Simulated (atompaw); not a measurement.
## Plane-wave convergence, PAW (atompaw) potential for O (Z = 8)

* Element: O (Z = 8)
* Generator: atompaw 4.2.0.5
* Type: PAW
* Functional: PBE
* Relativity: non-relativistic
* Frozen core: [He]
* Valence charge: 6
* Reference configuration: 2s1 2p5
* Partial waves: 2s (bound): rc 2.25 bohr; 2s channel at 0.05 Ry: rc 0.80 bohr; 2p (bound): rc 2.25 bohr; 2p channel at 0.1 Ry: rc 2.25 bohr; 3d channel at -0.1 Ry: rc 2.25 bohr; 3d channel at 2.05 Ry: rc 2.25 bohr
* Local potential: bessel scheme, radius 1.65 bohr
* Core correction: smooth core density matched at 1.15 bohr
* Augmentation charge: besselshape compensation charge, radius 2.15 bohr; PAW radius 2.25 bohr; waves and projectors: custom rrkj gramschmidtortho

The pseudo-atom Hamiltonian at the reference potential is diagonalised in spherical Bessel functions j_l(qr) that vanish at 20 bohr, with q² up to the cutoff. All-electron valence levels (Ry): 2s -1.7911, 2p -0.6949.

Task: How do the lowest levels (Ry) of each channel move with the cutoff, and are there ghosts?

Result:

| cutoff (Ry) | s #1 | s #2 | p #1 | d #1 | f #1 | Σ f·Δε (mRy) |
| --- | --- | --- | --- | --- | --- | --- |
| 8 | -1.7876 | -0.0132 | -0.6741 | 0.0789 | 0.1203 | 107.5 |
| 10 | -1.7906 | -0.0139 | -0.6872 | 0.0789 | 0.1203 | 38.9 |
| 12 | -1.7909 | -0.0143 | -0.6925 | 0.0789 | 0.1203 | 12.1 |
| 15 | -1.7909 | -0.0143 | -0.6946 | 0.0789 | 0.1203 | 1.6 |
| 18 | -1.7910 | -0.0144 | -0.6947 | 0.0789 | 0.1203 | 0.9 |
| 21 | -1.7911 | -0.0144 | -0.6947 | 0.0789 | 0.1203 | 0.8 |
| 25 | -1.7911 | -0.0144 | -0.6948 | 0.0789 | 0.1203 | 0.3 |
| 400 | -1.7911 | -0.0150 | -0.6949 | 0.0789 | 0.1203 | 0.0 |

Result: no extra level below or beside the all-electron valence levels (s, p, d, f tested); 10 mRy is reached at 15 Ry and 1 mRy at 18 Ry.
